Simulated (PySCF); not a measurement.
Ionisation energy along the 3-electron series

Calculated with PySCF 2.14 and a two-component X2C-1e Hamiltonian (Gaussian nucleus, no Breit or QED terms), each ion in its own even-tempered basis scaled to its charge; GMP2 freezes nothing and drops the highest virtual spinors. Values in eV. NIST values: (m) measured, (s) semi-empirical, (t) theoretical.

```tsv
ion	configuration	GHF (screened spin-orbit)	GMP2 (screened spin-orbit)	NIST
Er⁶⁵⁺	[He] 2s1	16293.9	16294.2	16274.56 ± 0.12 (t)
Yb⁶⁷⁺	[He] 2s1	17386.9	17387.2	17365.44 ± 0.15 (t)
```

(1) Fill in the row of Tm⁶⁶⁺.

Answers

(1) configuration: [He] 2s1; GHF (screened spin-orbit): 16834.8; GMP2 (screened spin-orbit): 16835.0; NIST: 16814.34 ± 0.14 (t).
